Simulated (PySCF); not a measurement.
# How methods differ on the ionisation energy of Te⁴⁶⁺

Te⁴⁶⁺ [He] 2s2 2p2 (3P) → Te⁴⁷⁺ [He] 2s2 2p1 (2P), as a difference of total energies. Computed with PySCF 2.14 in an even-tempered Gaussian basis (19 s from 22 bohr⁻², ratio 2.2; 12 p from 28 bohr⁻², ratio 2.2; 5 d from 110 bohr⁻², ratio 2.4; 5 f from 160 bohr⁻², ratio 2.4; 4 g from 240 bohr⁻², ratio 2.4), with scalar relativity by spin-free X2C-1e. Correlated levels: nothing frozen; virtual orbitals above 40 to 60 times the deepest correlated orbital energy dropped. The calculations carry no spin-orbit coupling.

```tsv
method	ionisation energy (eV)
UHF	8069.2
LDA	8064.2
PBE	8067.6
PBE0	8068.2
r2SCAN	8071.8
MN15	8070.9
PBEsol	8065.3
MP2 (all electrons)	8068.8
SCS-MP2 (all electrons)	8068.3
```

Spin-orbit coupling is strong in these open shells (close to jj coupling). The scalar numbers leave it out and a first-order estimate fails, so it can dominate the gap to the real levels.

For this ion Breit and QED terms and the two-electron picture change, all absent here, outweigh the differences among the correlated methods.

For comparison: 8240 ± 4 eV (theoretical estimate listed by NIST; NIST Atomic Spectra Database, ionization energies).
